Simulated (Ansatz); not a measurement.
Input file for C2H7FN2Si, SMILES `C=C[Si](N)(N)F`:

```yaml
crystal:
  periodic: [false, false, false]
  atoms:
    - {symbol: C, position_ang: [0.121895, -1.750027, 1.488576]}
    - {symbol: C, position_ang: [0.540916, -0.596204, 0.974338]}
    - {symbol: Si, position_ang: [-0.276410, 0.243041, -0.461475]}
    - {symbol: N, position_ang: [-0.747158, 1.791535, 0.047609]}
    - {symbol: N, position_ang: [0.610299, 0.454919, -1.899955]}
    - {symbol: F, position_ang: [-1.467546, -0.746942, -0.887521]}
    - {symbol: H, position_ang: [-0.747637, -2.264108, 1.089812]}
    - {symbol: H, position_ang: [0.624938, -2.230669, 2.323536]}
    - {symbol: H, position_ang: [1.420572, -0.130256, 1.417953]}
    - {symbol: H, position_ang: [-1.049299, 1.957818, 0.992732]}
    - {symbol: H, position_ang: [-1.137076, 2.457315, -0.599159]}
    - {symbol: H, position_ang: [1.357079, 1.126634, -1.951340]}
    - {symbol: H, position_ang: [0.749426, -0.313057, -2.535085]}
basis:
  gaussian: {orbitals: def2-TZVPP}
correlation: {method: ccsd_t}
```

```sh
$ ansatz run in.yaml --threads 2 --pin off --events-out ev --progress --plain --max-ram 32768MiB --backend cuda --devices 0, --max-vram 18GiB
```

The program prints (abridged):

```
Functional definition: HF
1751 factors; integrals over basis functions are off by at most 8.7e-4 eV
mean field evaluation 1: about -15704.7561 eV, gradient 5.3e1 eV
mean field evaluation 2: about -15705.0159 eV, gradient 5.4e1 eV
mean field evaluation 4: about -15710.6657 eV, gradient 4.0e0 eV
mean field evaluation 8: about -15710.7313 eV, gradient 2.0e-1 eV
mean field evaluation 16: about -15710.7314 eV, gradient 1.4e-6 eV
mean field -15710.73144255 eV, -577.3587313973 hartree, gradient 1.4e-6 eV, S^2 0.000000; 0 other end points of the search recorded, 0 dependent functions left out
10 core orbitals not correlated: weight in the atoms' cores, before any rotation towards them, 1.000 or more for the frozen orbitals, at most 0.000 for the correlated occupied ones
reference -15710.73144255 eV, -577.3587313973 hartree; 18, 18 occupied and 267, 267 virtual orbitals, 1751 factors
second order -30.32983974 eV of doubles, -0.00000000 eV of singles
cycle   1  -30.59406248 eV  change   -2.6e-1 eV  update   1.1e-1
cycle   2  -31.23337432 eV  change   -6.4e-1 eV  update   3.1e-2
cycle   3  -31.37860555 eV  change   -1.5e-1 eV  update   1.6e-2
cycle   4  -31.36711677 eV  change    1.1e-2 eV  update   4.0e-3
cycle   5  -31.36610327 eV  change    1.0e-3 eV  update   1.7e-3
cycle   6  -31.36708759 eV  change   -9.8e-4 eV  update   4.7e-4
cycle   7  -31.36696740 eV  change    1.2e-4 eV  update   2.0e-4
cycle   8  -31.36684996 eV  change    1.2e-4 eV  update   6.0e-5
cycle   9  -31.36686595 eV  change   -1.6e-5 eV  update   2.9e-5
perturbative correction -1.20251395 eV, -0.0441915727 hartree
Total energy: -15743.30082245 eV, -578.5556340324 hartree
```

Hardware: 2 threads of an AMD EPYC 7R13 on a shared host and a share of an NVIDIA H100 80 GB. Wall time 6.5 s, peak host memory 0.83 GiB.

Correlation energy per correlated electron: -0.905 eV. T1 diagnostic: 0.0109.
